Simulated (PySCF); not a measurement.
C4H2Cl3F, SMILES C=C=C(Cl)C(F)(Cl)Cl. Geometry optimised at B3LYP-D3(BJ)/def2-SVP. This is a generated structure with no PubChem entry under its InChIKey; it may be hypothetical. One conformer was computed; it need not be the lowest.

Computed equilibrium geometry at B3LYP-D3(BJ)/def2-SVP (PySCF confirms it by a frequency run) as Cartesian coordinates in Å, and its point group (one conformer of several):
point group Cs.
```xyz
10

C     -1.1513     3.0685     0.0000
C     -0.4778     1.9501     0.0000
C      0.1972     0.8271     0.0000
Cl     1.9407     0.7890     0.0000
C     -0.4973    -0.5167     0.0000
F     -1.8287    -0.3350     0.0000
Cl    -0.0607    -1.4553     1.4680
Cl    -0.0607    -1.4553    -1.4680
H     -1.4462     3.5547     0.9372
H     -1.4462     3.5547    -0.9372
```
Charge 0, spin multiplicity 1.
